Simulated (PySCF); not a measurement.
A geometry optimisation, step by step.

Species: C6H6OS.
Bonds: C1–C2, C2–C3 (aromatic), C3–C4 (aromatic), C4–C5 (aromatic), C5–C6, C6–S7 (double), C5–O8 (aromatic), C2–O8 (aromatic). Hydrogens: H9, H10, H11 on C1; H12 on C3; H13 on C4; H14 on C6.

Computed by this run: PBE0-D3(BJ)/def2-SVP geometry optimisation, gas phase (PySCF); density fitting, grid level 2; the optimiser is geomeTRIC in internal coordinates, started from a GFN2-xTB structure. The frame can shift and turn from step to step; on so coarse a grid that alone can change the energy by a few meV, and forces under 0.02 eV/Å are noise.

Step 0: E = -19178.7812 eV, largest atomic force 0.687 eV/Å
```
atom  x, y, z in Å  |  force x, y, z in eV/Å
C1     -2.276   -0.707   -0.037    0.683   0.069   0.009
C2     -0.929   -0.087   -0.012   -0.382   0.008   0.002
C3     -0.546    1.234    0.015    0.109  -0.391  -0.011
C4      0.854    1.242    0.028   -0.078  -0.641  -0.012
C5      1.253   -0.085    0.009   -0.254   0.479   0.007
C6      2.533   -0.678    0.012    0.508   0.308   0.012
S7      3.935    0.160    0.040    0.210   0.016   0.002
O8      0.148   -0.883   -0.015   -0.152   0.028  -0.003
H9     -2.392   -1.322   -0.928   -0.118  -0.248  -0.326
H10    -3.038    0.066   -0.032   -0.289   0.264  -0.001
H11    -2.412   -1.351    0.832   -0.122  -0.260   0.316
H12    -1.198    2.084    0.023   -0.442   0.474   0.004
H13     1.508    2.090    0.048    0.476   0.438   0.013
H14     2.558   -1.764   -0.005   -0.150  -0.544  -0.011
```

Step 1: E = -19178.8291 eV, largest atomic force 0.175 eV/Å
```
atom  x, y, z in Å  |  force x, y, z in eV/Å
C1     -2.606   -0.828    0.059   -0.120   0.039   0.000
C2     -1.301   -0.137    0.085    0.107  -0.108  -0.002
C3     -0.944    1.193    0.108   -0.087   0.131   0.003
C4      0.467    1.228    0.124    0.111   0.135   0.004
C5      0.894   -0.083    0.109   -0.012  -0.126  -0.003
C6      2.178   -0.704    0.113   -0.040  -0.114  -0.003
S7      3.623    0.053    0.140   -0.007   0.049   0.001
O8     -0.201   -0.903    0.085    0.018   0.026   0.000
H9     -2.707   -1.457   -0.840    0.020   0.017   0.017
H10    -3.420   -0.091    0.063    0.017  -0.046  -0.001
H11    -2.726   -1.486    0.936    0.020   0.018  -0.016
H12    -1.629    2.040    0.114    0.027  -0.053  -0.002
H13     1.129    2.093    0.144   -0.043  -0.041  -0.001
H14     2.124   -1.807    0.096   -0.011   0.073   0.002
```

Step 2: E = -19178.8281 eV, largest atomic force 0.124 eV/Å
```
atom  x, y, z in Å  |  force x, y, z in eV/Å
C1     -2.612   -0.821    0.060   -0.011  -0.012   0.000
C2     -1.298   -0.142    0.085   -0.047   0.009  -0.002
C3     -0.939    1.188    0.108    0.030  -0.013   0.002
C4      0.473    1.219    0.124   -0.041  -0.026  -0.001
C5      0.893   -0.096    0.109   -0.003  -0.088  -0.002
C6      2.178   -0.712    0.113   -0.024   0.110   0.003
S7      3.595    0.097    0.140    0.106  -0.064   0.000
O8     -0.202   -0.914    0.085   -0.024   0.092   0.001
H9     -2.714   -1.449   -0.840    0.001  -0.005   0.000
H10    -3.421   -0.081    0.064    0.009  -0.002   0.000
H11    -2.733   -1.478    0.935    0.001  -0.005   0.000
H12    -1.622    2.034    0.114   -0.007  -0.008  -0.001
H13     1.138    2.080    0.144    0.000  -0.009   0.000
H14     2.144   -1.814    0.096    0.010   0.019   0.000
```

Step 3: E = -19178.8302 eV, largest atomic force 0.040 eV/Å
```
atom  x, y, z in Å  |  force x, y, z in eV/Å
C1     -2.611   -0.823    0.060    0.000  -0.005   0.000
C2     -1.299   -0.140    0.085   -0.016   0.007  -0.001
C3     -0.941    1.191    0.108    0.031  -0.010   0.002
C4      0.471    1.224    0.124   -0.029  -0.022  -0.001
C5      0.893   -0.091    0.109    0.015  -0.010  -0.001
C6      2.178   -0.708    0.113   -0.014   0.022   0.001
S7      3.612    0.074    0.140    0.011  -0.013   0.000
O8     -0.202   -0.909    0.085   -0.007   0.040   0.001
H9     -2.710   -1.451   -0.840    0.002  -0.005  -0.001
H10    -3.423   -0.086    0.063    0.004   0.004   0.000
H11    -2.729   -1.481    0.935    0.002  -0.005   0.001
H12    -1.626    2.036    0.114   -0.008   0.000   0.000
H13     1.134    2.085    0.144    0.005   0.003   0.000
H14     2.134   -1.808    0.096    0.006  -0.006   0.000
```

Step 4: E = -19178.8303 eV, largest atomic force 0.034 eV/Å
```
atom  x, y, z in Å  |  force x, y, z in eV/Å
C1     -2.609   -0.825    0.060   -0.012   0.011   0.000
C2     -1.300   -0.136    0.085    0.027  -0.018   0.000
C3     -0.942    1.194    0.109   -0.006   0.014   0.000
C4      0.470    1.226    0.124    0.013   0.019   0.001
C5      0.894   -0.088    0.109   -0.026  -0.022  -0.001
C6      2.177   -0.709    0.113    0.001   0.012   0.000
S7      3.614    0.064    0.139    0.005  -0.002   0.000
O8     -0.202   -0.904    0.085   -0.002  -0.019   0.000
H9     -2.707   -1.454   -0.839    0.003   0.001   0.001
H10    -3.424   -0.090    0.063   -0.002  -0.002   0.000
H11    -2.725   -1.483    0.936    0.003   0.002  -0.001
H12    -1.627    2.039    0.114    0.001  -0.001   0.000
H13     1.133    2.088    0.144   -0.003   0.001   0.000
H14     2.128   -1.810    0.096   -0.002   0.005   0.000
```

Step 5: E = -19178.8303 eV, largest atomic force under 0.02 eV/Å
```
atom  x, y, z in Å  |  force x, y, z in eV/Å
C1     -2.610   -0.824    0.060   -0.003   0.002   0.000
C2     -1.300   -0.138    0.085   -0.001  -0.001   0.000
C3     -0.941    1.193    0.109   -0.002   0.005   0.000
C4      0.471    1.225    0.124   -0.003  -0.002   0.000
C5      0.893   -0.089    0.109    0.008   0.003   0.000
C6      2.177   -0.708    0.113    0.000  -0.007   0.000
S7      3.615    0.065    0.139   -0.002   0.003   0.000
O8     -0.203   -0.906    0.085    0.003   0.002   0.000
H9     -2.708   -1.452   -0.839    0.000   0.000   0.000
H10    -3.424   -0.088    0.064    0.000   0.000   0.000
H11    -2.726   -1.482    0.936    0.000   0.000   0.000
H12    -1.626    2.038    0.114    0.000  -0.001   0.000
H13     1.134    2.087    0.144    0.000  -0.001   0.000
H14     2.129   -1.809    0.096    0.000  -0.001   0.000
```

Task: Summarise the path.

Result: The energy falls by 0.0491 eV from step 0 to step 5; nine tenths of that is first reached at step 1. It rises by more than 0.2 meV at step 2. The largest force goes from 0.687 to under 0.02 eV/Å. Among the bonds C4–H13 changes most (a near tie, within 0.001 Å, with another), from 1.071 to 1.088 Å; the atoms move by 0.051 Å rms after alignment.

The cost below is that of the whole optimisation. Time: 54 s wall; peak memory 0.72 GiB. Hardware: one thread of an Arm Neoverse V1, shared host with 32 logical CPUs at a one-minute load of 9.9.
